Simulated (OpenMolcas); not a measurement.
Ni2+ (d8) among equal point charges was computed by CASSCF with the d shell active (OpenMolcas, ANO-RCC-VDZP on the metal). Its lowest spin-free states, and all those of the highest spin:

| 2S+1 | Degeneracy | E (cm-1) |
| --- | --- | --- |
| 3 | 1 | 0.0 |
| 3 | 3 | 3039 |
| 3 | 3 | 5428 |
| 1 | 2 | 17955 |
| 1 | 3 | 20031 |
| 3 | 3 | 23092 |
| 1 | 1 | 27407 |
| 1 | 3 | 28048 |
| 1 | 2 | 29154 |
| 1 | 3 | 29785 |
| 1 | 1 | 65245 |

Question: Is the site octahedral, tetrahedral or cube-like, axial, or of lower symmetry?

Answer: The states with 2S+1 = 3 have orbital degeneracies 1, 3, 3, 3. Threefold states need a cubic site. For d8 at this spin an octahedron puts the single A2 below the threefold T2 and a tetrahedron or cube puts the threefold T1 below the threefold T2, so the site is octahedral. The first gap at this spin, 3040 cm-1, is |10Dq| in ligand-field theory. The run had Ni2+ among 6 point charges of -1.5 e arranged as an octahedron (Oh), 2.05 Å from the ion.

Without dynamic correlation the repulsion within the d shell is too large (B by tens of per cent), so at a given field states of lower spin stand too high. This is an electrostatic model: the charges have no orbitals. No measured value stands beside these numbers.
